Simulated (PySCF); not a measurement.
# Yb²⁺: ionisation energy

Yb²⁺ [Xe] 4f14 (1S) → Yb³⁺ [Xe] 4f13 (2F), as a difference of total energies. Computed with PySCF 2.14 in ANO-RCC-VTZP (8s7p5d3f2g1h, 104 functions), with scalar relativity by spin-free X2C-1e. The calculations carry no spin-orbit coupling.

```json
{"method": "UHF", "ionisation energy (eV)": "20.980"}
{"method": "MN15", "ionisation energy (eV)": "27.453"}
{"method": "M06-L", "ionisation energy (eV)": "25.902"}
{"method": "LC-wPBE", "ionisation energy (eV)": "26.318"}
```

The reference lies between the lowest fine-structure levels, while these numbers refer to the centres of the terms.

For comparison: 25.053 ± 0.025 eV (semi-empirical (NIST evaluation); NIST Atomic Spectra Database, ionization energies).
